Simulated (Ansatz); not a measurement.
Born–Oppenheimer molecular dynamics of H$_{7}$N$_{3}$Si (11 atoms, charge 0, multiplicity 1). It starts from a relaxed structure.

Computed with Ansatz, RKS PBE-D4/6-31G.

| Quantity | Value |
| --- | --- |
| ensemble | NVT, Langevin thermostat |
| time step | 0.5 fs |
| steps asked | 150 |
| set temperature | 1000 K |
| friction | 0.02 /fs |
| seed | 973427 |

First frame:

```xyz
11
Properties=species:S:1:pos:R:3
Si 0.018 -0.070 -0.049
H 0.110 -0.383 1.438
N 1.714 0.128 -0.509
H 2.468 -0.229 0.071
H 2.003 0.448 -1.429
N -0.754 1.392 -0.664
H -1.758 1.445 -0.810
H -0.256 2.274 -0.728
N -1.014 -1.374 -0.652
H -1.165 -2.223 -0.116
H -1.359 -1.409 -1.607
```

Problem. How far do the bonds stretch over the last three quarters of this one trajectory? (Pairs bonded in most of those frames.)

Solution. 
```json
{"bond": "Si1–H2", "mean (Å)": "1.555", "spread (Å)": "0.079", "shortest": "1.41", "longest": "1.69"}
{"bond": "Si1–N3", "mean (Å)": "1.792", "spread (Å)": "0.017", "shortest": "1.76", "longest": "1.83"}
{"bond": "Si1–N6", "mean (Å)": "1.783", "spread (Å)": "0.024", "shortest": "1.75", "longest": "1.83"}
{"bond": "Si1–N9", "mean (Å)": "1.808", "spread (Å)": "0.035", "shortest": "1.75", "longest": "1.87"}
{"bond": "N3–H4", "mean (Å)": "1.027", "spread (Å)": "0.023", "shortest": "0.98", "longest": "1.07"}
{"bond": "N3–H5", "mean (Å)": "1.029", "spread (Å)": "0.048", "shortest": "0.95", "longest": "1.12"}
{"bond": "N6–H7", "mean (Å)": "1.027", "spread (Å)": "0.049", "shortest": "0.94", "longest": "1.12"}
{"bond": "N6–H8", "mean (Å)": "1.022", "spread (Å)": "0.036", "shortest": "0.96", "longest": "1.08"}
{"bond": "N9–H10", "mean (Å)": "1.027", "spread (Å)": "0.026", "shortest": "0.97", "longest": "1.07"}
{"bond": "N9–H11", "mean (Å)": "1.021", "spread (Å)": "0.034", "shortest": "0.95", "longest": "1.08"}
```

Mean temperature of the second half: 961 K. A run of 0.075 ps of so small a system gives no equilibrium averages. Limits of this set-up: no polarisation functions.

Run time: 2.8 min on 1 thread of AMD EPYC 9R45 96-Core Processor (Zen 5), on a shared host, peak memory 0.13 GiB.
